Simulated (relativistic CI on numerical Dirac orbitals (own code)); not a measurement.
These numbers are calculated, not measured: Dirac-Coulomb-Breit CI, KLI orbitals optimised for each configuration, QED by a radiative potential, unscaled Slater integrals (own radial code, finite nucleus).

CI space (outside the closed core [Kr]): 4d10 4f12 5s2, 4d10 4f14, 4d10 4f13 5s, 4d10 4f12 5s 5p, 4d10 4f13 5p, 4d10 4f11 5s2 5p, 4d10 4f12 5s 5d, 4d10 4f11 5s 5p2, 4d10 4f13 5d, 4d10 4f12 5s 5f, 4d10 4f11 5s2 5d, 4d10 4f12 5p 5d, 4d9 4f13 5s2, 4d10 4f13 6s, 4d10 4f12 5s 5g, 4d10 4f13 5f, 4d10 4f12 5p 6s, 4d10 4f12 5s 6s, 4d10 4f10 5s2 5p 6s, 4d10 4f11 5s2 6s, 4d10 4f13 5g, 4d10 4f12 5s 6p, 4d10 4f11 5s2 6d, 4d10 4f12 5s 7s, 4d10 4f12 6s2, 4d10 4f11 5p 6s2, 4d10 4f11 5d 6s2. Double excitations out of closed p, d and f shells are left out; levels of such configurations are missing from the list, as are those of other unlisted configurations, and high levels can miss mixing partners.

At this charge transitions that keep the count of f electrons are usually good to a few per cent. Terms inside the open d or f shell come out 10 to 20 % too wide with unscaled integrals. Levels that differ in their count of f electrons can be misplaced by several ten thousand cm⁻¹, since the correlation energy of f electrons is missing or only estimated; rates across such gaps can be off by orders of magnitude. The computed lowest level isn't the tabulated ground level, which NIST ASD gives as 4f12 5s2 3H6; for such ions that label comes from theory and may be the wrong one.

Outline of the computed level scheme of Ir XVIII. Lowest level of each configuration: 4d10 4f13 5s 3F°_4 at 0.0000 eV; 4d10 4f14 1S_0 at 0.8742 eV; 4d10 4f12 5s2 3H_6 at 4.8464 eV; 4d10 4f12 5s 5p 5G°_6 at 37.4905 eV; 4d10 4f13 5p 3D_3 at 39.4752 eV.

Some strong electric-dipole decays among the lowest 45 levels: 4d10 4f13 5p 3D_3 → 4d10 4f13 5s 3F°_4 (1.3e+10 s⁻¹); 4d10 4f13 5p 3F_2 → 4d10 4f13 5s 1F°_3 (1.3e+10 s⁻¹); 4d10 4f13 5p 3G_3 → 4d10 4f13 5s 3F°_2 (9.7e+09 s⁻¹); 4d10 4f13 5p 3G_4 → 4d10 4f13 5s 3F°_3 (9.6e+09 s⁻¹); 4d10 4f13 5p 3G_4 → 4d10 4f13 5s 3F°_4 (5.9e+09 s⁻¹); 4d10 4f13 5p 3G_3 → 4d10 4f13 5s 1F°_3 (5.5e+09 s⁻¹); 4d10 4f12 5s 5p 3I°_7 → 4d10 4f12 5s2 3H_6 (4.1e+09 s⁻¹); 4d10 4f12 5s 5p 5I°_6 → 4d10 4f12 5s2 3H_5 (4.0e+09 s⁻¹).

LS names give the leading component of a level, which can be under half, so a name can repeat, a term be missing and a line seem to break the LS rules.
